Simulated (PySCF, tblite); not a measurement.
Isomers of C7H8NOP. Computed with GFN2-xTB (tblite): harmonic, unscaled wavenumbers at the GFN2-xTB geometry, gas phase. The method is semi-empirical: single wavenumbers can be off by several per cent or more. One conformer each.

Electronic energies: PBE0/pcSseg-1 single points on the GFN2-xTB geometries (PySCF, gas phase).

| SMILES | electronic energy, lowest = 0 (kcal/mol) |
| --- | --- |
| CO/C=P/c1ccncc1 | 30.7 |
| C=Cc1pccnc1OC | 22.2 |
| CC(=O)c1nc(C)ccp1 | 2.5 |
| CC(C)c1occ(C#N)p1 | 18.3 |
| CC(=O)c1cpcc(C)n1 | 0.0 |
| CC(=O)c1nccpc1C | 5.2 |
| C#C[P@@](=O)(CC#N)CC=C | 56.7 |

**Question.** How do GFN2-xTB zero-point energies change the relative energies?

**Answer.** 
```
                SMILES  ZPE (kcal/mol)  of it from modes above 1550 cm⁻¹  electronic (kcal/mol)  with ZPE, lowest = 0 (kcal/mol)  lowest mode (cm⁻¹)  rings
     CC(=O)c1cpcc(C)n1            83.4                              37.3                    0.0                              0.0                  28      1
     CC(=O)c1nc(C)ccp1            83.4                              37.2                    2.5                              2.6                  39      1
       CC(=O)c1nccpc1C            83.7                              37.1                    5.2                              5.5                  19      1
     CC(C)c1occ(C#N)p1            84.7                              38.1                   18.3                             19.6                 15i      1
         C=Cc1pccnc1OC            83.4                              37.2                   22.2                             22.2                  17      1
       CO/C=P/c1ccncc1            83.5                              36.7                   30.7                             30.8                  42      1
C#C[P@@](=O)(CC#N)CC=C            80.2                              44.0                   56.7                             53.5                  36      0
```

The zero-point energies span 4.5 kcal/mol, from `C#C[P@@](=O)(CC#N)CC=C` to `CC(C)c1occ(C#N)p1`. Slightly imaginary modes are left out of the zero-point energy: `CC(C)c1occ(C#N)p1` 14.8i cm⁻¹. The order is unchanged.

**Question.** And how do the electronic energies of GFN2-xTB itself compare?

**Answer.** `CC(=O)c1cpcc(C)n1` 1.6; `CC(=O)c1nc(C)ccp1` 0.0; `CC(=O)c1nccpc1C` 5.3; `CC(C)c1occ(C#N)p1` 10.1; `C=Cc1pccnc1OC` 11.8; `CO/C=P/c1ccncc1` 19.5; `C#C[P@@](=O)(CC#N)CC=C` 41.7 kcal/mol, lowest = 0. Against the energies above, taken from the same isomer `CC(=O)c1cpcc(C)n1`, the largest difference is 16.6 kcal/mol.

**Question.** What do entropy and thermal enthalpy add at 298.15 K and 1 bar (rigid rotor, harmonic oscillator, one conformer each)?

**Answer.** 
```
                SMILES  point group  symmetry number  S (cal/(mol K))  H − H(0) (kcal/mol)  ZPE + H − H(0) − TS (kcal/mol)
     CC(=O)c1cpcc(C)n1           Cs                1            103.9                 7.27                            59.7
     CC(=O)c1nc(C)ccp1           Cs                1            103.7                 7.31                            59.8
       CO/C=P/c1ccncc1           C1                1            102.1                 7.04                            60.1
C#C[P@@](=O)(CC#N)CC=C           C1                1            111.2                 8.31                            55.3
```

Not tabulated: `CC(=O)c1nccpc1C` (lowest mode only 19 cm⁻¹); `CC(C)c1occ(C#N)p1` (lowest mode only 15i cm⁻¹); `C=Cc1pccnc1OC` (lowest mode only 17 cm⁻¹).
